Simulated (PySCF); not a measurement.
## Unknown compound

Molecular formula: C$_{3}$H$_{11}$NSi. Simulated spectra:

1H NMR (400 MHz, computed): δ 4.66 (s, 3H), 2.77 (sept, 1H), 1.14 (d, 6H), -0.58 (br s, 1H).

13C{1H} NMR (computed): δ 49.7 (CH), 28.9 (CH3, 2C).

Calculated, not measured (PySCF): GFN2-xTB geometry, GIAO PBE0/pcSseg-1 shieldings. Non-relativistic, single conformer, averaged over atoms made equivalent by symmetry, fast rotation or ring inversion, no solvent model.

Shifts are taken against calculated references (same method and geometry level): TMS for 1H and 13C.

**Question.** What is the structure?

**Answer.** 
1. The formula gives 0 degrees of unsaturation.
2. 2 carbon signals for 3 carbons: some carbons are equivalent by symmetry or fast rotation.
3. Carbon types of the structure: 1 × CH, 2 × CH3, leaving 4 H on heteroatoms.
4. δC 49.7: sp3 CH bonded to N; deshielded by the electronegative neighbour.
5. δC 28.9: methyl carbon; a saturated carbon with 1 carbon neighbour and no heteroatom attached.
6. δH 4.66: hydrogen on a silicon bonded to N.
7. δH 2.77: hydrogen on an sp3 CH bonded to N; its carbon carries N, an electronegative neighbour.
8. δH 1.14: hydrogen on a methyl carbon.
9. δH -0.58: hydrogen on a nitrogen bonded to C, Si; exchangeable; this is the value without hydrogen bonding to other molecules.

Structure: `[SiH3]NC(C)C`.

This is the structure that produced the data.

The OH or NH signal is concentration- and solvent-dependent in practice; the value given is the gas-phase one. Shifts are as computed. Against solution values, carbons near 30 ppm lie about +3 ppm off and those near 130 ppm about +5 ppm. Of 1211 compounds with measured shifts, 218 miss one by over three times the rms of a fit or turn the order of signals round; such compounds aren't used in these exercises. Multiplicities follow the n + 1 count of equivalent neighbours, as no J values were calculated; m marks all less simple cases, F and P coupling included.
